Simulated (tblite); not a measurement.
Compound: C₆H₁₁N.
Structure used (GFN2-xTB), in Å, numbered top down from 1:
```xyz
18
C6H11N angstrom
C      3.1037   -0.3485   -0.7377
C      1.8623    0.1984   -0.2310
C      0.8598    0.6896    0.2070
C     -0.4248    1.1857    0.6884
N     -1.5614    0.3342    0.3618
C     -1.7737    0.2293   -1.0662
C     -1.4650   -0.9698    0.9826
H      2.9634   -1.3928   -1.0178
H      3.4295    0.2113   -1.6146
H      3.8777   -0.2907    0.0276
H     -0.6122    2.1754    0.2570
H     -0.3853    1.2894    1.7784
H     -1.8828    1.2287   -1.4862
H     -2.6950   -0.3245   -1.2445
H     -0.9492   -0.2818   -1.5864
H     -1.3500   -0.8464    2.0588
H     -2.3872   -1.5180    0.7926
H     -0.6184   -1.5632    0.6052
```

Method: GFN2-xTB as coded in tblite; computed harmonic values from a numerical Hessian at the method's own geometry, unscaled. The method is semi-empirical: single wavenumbers can be off by several per cent or more. One conformer, not necessarily the lowest.

Harmonic wavenumbers (cm⁻¹): 26.1, 69.6, 87.8, 207.7, 214.3, 220.8, 255.8, 299.0, 326.0, 407.5, 419.2, 551.3, 778.1, 863.3, 940.9, 1025.7, 1028.8, 1049.0, 1052.0, 1075.9, 1138.9, 1157.0, 1190.0, 1265.4, 1292.7, 1299.2, 1391.7, 1411.2, 1421.9, 1445.7, 1460.2, 1460.6, 1483.8, 1491.3, 1496.2, 1498.0, 2404.9, 2858.1, 2865.9, 2919.4, 2933.0, 2996.8, 2998.0, 3006.1, 3006.2, 3011.3, 3012.6, 3014.0.

A = 4894, B = 1331, C = 1325 MHz; mass 97.089 u (most abundant isotopes); point group C1, symmetry number 1.

Question: Zero-point energy?

Answer: Half the sum of the wavenumbers: 33914 cm⁻¹ = 405.71 kJ/mol.

Question: What is S at 298.15 K and 1 bar for an ideal gas of classical rigid rotors and harmonic oscillators?

Answer: Translation 165.92, rotation 117.20, vibration 117.31: S = 400.4 J/(mol K).

Question: And Cp and H(298.15 K) − H(0)?

Answer: Cp = 141.28 J/(mol K), of which vibrations give 108.03 (their classical limit is 48 R = 399.1); H(298.15 K) − H(0) = 27.32 kJ/mol without the zero-point energy, 17.40 from vibrations.

Question: How do the functions run with temperature in this model?

Answer: 
```csv
T (K),S (J/(mol K)),Cp (J/(mol K)),H − H(0) (kJ/mol),G − H(0) (kJ/mol),ln q(vib)
150,321.0,95.6,9.81,-38.34,3.44
250,377.0,125.8,20.89,-73.35,5.94
400,446.7,175.6,43.45,-135.25,9.44
600,529.7,234.9,84.76,-233.04,13.87
900,637.6,297.2,165.27,-408.60,20.13
```

q(vib) and H(0) count from the zero-point level.

Question: Which modes carry the vibrational entropy at 298.15 K?

Answer: 26.1 cm⁻¹: 25.55; 69.6 cm⁻¹: 17.42; 87.8 cm⁻¹: 15.52; 207.7 cm⁻¹: 8.63; 214.3 cm⁻¹: 8.40; 220.8 cm⁻¹: 8.17 J/(mol K); the other 42 give 33.62 together.

Hindered rotation and anharmonicity are outside this model. Other conformers, if any are populated, would add a mixing term that is left out. The structure is chiral; the term R ln 2 for an equal mix with its mirror image is left out.
